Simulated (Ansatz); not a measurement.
Two isomers of CH7BSSi: A = `CBS[SiH3]`, B = `BS[SiH2]C`.

Calculated with Ansatz (gas phase, PBE0-D4/def2-TZVP geometries, no zero-point term in ΔE). CBS: MP2 limit from def2 TZ/QZ plus the TZ coupled-cluster correction, frozen cores. DFT in def2-TZVPP. Each species was taken in one conformer, which may not be the lowest.

Task: Which is lower in electronic energy at CCSD(T)/CBS, and by how much? (Estimate.)

Result: The calculation gave: A, by 0.6 kcal/mol.

Task: Give E(B) − E(A) in kcal/mol with r2SCAN-D4, CCSD(T)/def2-TZVPP, BLYP-D4, HF/def2-TZVPP, MP2/def2-TZVPP, PBE-D4, B2PLYP. (Best estimate.)

Result: The calculation gave: r2SCAN-D4 1.1, CCSD(T)/def2-TZVPP 0.7, BLYP-D4 0.9, HF/def2-TZVPP 1.1, MP2/def2-TZVPP 0.5, PBE-D4 1.3, B2PLYP 0.9. None reverses the order clearly.

Task: Does the order hold for the free energy at 298.15 K (harmonic terms from PBE0-D4)? (Best estimate.)

Result: Computed: Yes: G(B) − G(A) = +1.0 kcal/mol, for one conformer each. Modes under 60 cm⁻¹, often nearly free rotors, make the harmonic entropy too high.

Largest T1 diagnostic: 0.013.

Leaving LDA and LC-ωPBE aside and taking each functional with its dispersion term where it has one, the values, not all of them listed here, spread over 1.0 kcal/mol, from ωB97M-V to B97M-V. LDA lies +0.7 kcal/mol from PBE without D4. At CCSD(T), def2-SVP lies +2.1 kcal/mol from the extrapolated value and def2-TZVPP +0.1 kcal/mol.
